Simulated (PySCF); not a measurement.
C2H3BCl2O.
SMILES with atom numbers: `[O:1]=[CH:2][CH2:3][B:4]([Cl:5])[Cl:6]` (hydrogens: H7 on C2; H8, H9 on C3)

Computed by this run: PBE0-D3(BJ)/def2-SVP geometry optimisation, gas phase (PySCF); density fitting, grid level 1; the optimiser is geomeTRIC in internal coordinates, started from a GFN2-xTB structure with every atom displaced at random (about 0.01 Å).

Step 9: E = -29868.6520 eV
```
atom  x, y, z in Å  |  force x, y, z in eV/Å
O1     -1.1107    2.0392    0.1029    0.015   0.003  -0.022
C2     -0.7649    0.9662    0.5101   -0.049  -0.066   0.027
C3     -0.4418   -0.2144   -0.3776    0.044   0.093   0.042
B4      1.0506   -0.6747   -0.2314   -0.004   0.022  -0.018
Cl5     1.7243   -1.0078    1.3528   -0.019  -0.004   0.012
Cl6     2.0845   -0.8529   -1.6251    0.015  -0.021  -0.036
H7     -0.6513    0.7705    1.6068    0.015   0.003   0.000
H8     -1.0550   -1.0659   -0.0271   -0.016  -0.013   0.004
H9     -0.7065    0.0278   -1.4151    0.000  -0.016  -0.009
```

Step 10: E = -29868.6522 eV
```
atom  x, y, z in Å  |  force x, y, z in eV/Å
O1     -1.0827    2.0469    0.1371   -0.001  -0.004  -0.021
C2     -0.7764    0.9550    0.5258   -0.032  -0.059   0.018
C3     -0.4368   -0.2028   -0.3833    0.051   0.104   0.048
B4      1.0546   -0.6661   -0.2341    0.005   0.011  -0.014
Cl5     1.7587   -0.9155    1.3526   -0.022  -0.002   0.002
Cl6     2.0555   -0.9461   -1.6356    0.009  -0.014  -0.030
H7     -0.7106    0.7261    1.6198    0.016   0.002   0.005
H8     -1.0472   -1.0694   -0.0659   -0.021  -0.017   0.002
H9     -0.6858    0.0599   -1.4199   -0.004  -0.021  -0.010
```

**Question.** Estimate the geometry and energy of step 11. (The exact step hangs on the optimiser's Hessian estimate; all steps are aligned on step 10, rigid shifts and turns removed.)

**Answer.** E = -29868.6528 eV, largest force 0.071 eV/Å
```
atom  x, y, z in Å  |  force x, y, z in eV/Å
O1     -1.0882    2.0462    0.1407   -0.004  -0.004  -0.005
C2     -0.7793    0.9545    0.5286   -0.025  -0.028   0.006
C3     -0.4331   -0.1977   -0.3831    0.037   0.058   0.019
B4      1.0571   -0.6642   -0.2359    0.005  -0.003  -0.004
Cl5     1.7605   -0.9090    1.3520   -0.009   0.001  -0.004
Cl6     2.0525   -0.9624   -1.6383   -0.002  -0.004  -0.011
H7     -0.7161    0.7234    1.6223    0.015   0.002   0.002
H8     -1.0420   -1.0678   -0.0703   -0.012  -0.010  -0.001
H9     -0.6820    0.0652   -1.4198   -0.005  -0.011  -0.003
```

The energy changes by -0.0005 eV. The first-order estimate −F·Δx gives -0.0008 eV and the mean of the old and new forces, exact on a quadratic surface, -0.0006 eV. The step makes an angle of 78° with the force vector and moves no atom by more than 0.017 Å.

The cost below is that of the whole optimisation. Hardware: one thread of an Arm Neoverse N1 (shared host). Cost: 1.8 min wall, 0.45 GiB resident at most.
